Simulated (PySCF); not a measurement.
C₅H₅Cl, SMILES C=CC=C=CCl. Atoms are numbered in the order given.

```xyz
11

C     -3.3443    -0.9000     0.6343
C     -2.1246    -0.7926     0.0906
C     -0.9319    -0.4572     0.8579
C      0.2802    -0.3524     0.3516
C      1.4819    -0.2583    -0.1486
Cl     2.1431     1.2234    -0.7758
H     -4.2173    -1.1513     0.0282
H     -3.5067    -0.7382     1.7044
H     -1.9848    -0.9579    -0.9826
H     -1.0626    -0.2823     1.9350
H      2.1716    -1.1054    -0.2122
```
Charge 0, spin multiplicity 1.

The structure is a stationary point at PBE0-D3(BJ)/def2-SVP. This is a generated structure with no PubChem entry under its InChIKey; it may be hypothetical. Other conformers were not sampled.

Two levels are set side by side: PBE/pcSseg-1 (PySCF) and B3LYP/pcSseg-1 (PySCF). GIAO shifts against HCl (³⁵Cl), TMS (¹H), TMS (¹³C) at the same level; non-relativistic, no solvent, atoms listed together averaged. Without spin–orbit terms, shifts of atoms bonded to Cl or Br come out too high at both levels. Differences are taken from unrounded values.

| quantity | B3LYP | PBE | PBE minus B3LYP |
|---|---|---|---|
| δ(¹³C) of C1 (ppm) | 129.9 | 128.5 | -1.4 |
| δ(¹³C) of C2 (ppm) | 143.6 | 141.8 | -1.8 |
| δ(¹³C) of C3 (ppm) | 112.1 | 111.5 | -0.6 |
| δ(¹³C) of C4 (ppm) | 227.6 | 222.5 | -5.1 |
| δ(¹³C) of C5 (ppm) | 104.1 | 103.1 | -1.0 |
| δ(³⁵Cl) of Cl6 (ppm) | 185.4 | 207.1 | 21.7 |
| δ(¹H) of H9 (ppm) | 6.54 | 6.60 | 0.06 |
| δ(¹H) of H10 (ppm) | 6.58 | 6.64 | 0.06 |
| δ(¹H) of H11 (ppm) | 6.55 | 6.62 | 0.06 |

Rough cost on one machine, each run with all the roots and properties that it gave: B3LYP against PBE within a factor of 2.
